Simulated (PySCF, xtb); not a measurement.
CdFCl, SMILES [Cl][Cd][F].

xtb with GFN2-xTB at its own geometry gives an orbital gap of 3.00 eV and a dipole moment of 4.39 D.

Geometry optimised at B3LYP-D3(BJ)/def2-TZVP. The def2 effective core potentials stand for the cores of Cd; spin–orbit coupling is left out.

Q: What does PBE/def2-TZVPD (PySCF) give? (Estimate from the structure and the level; the computed values follow.)

A: gap 4.40 eV (levels -7.80 and -3.39 eV), dipole 0.57 D.
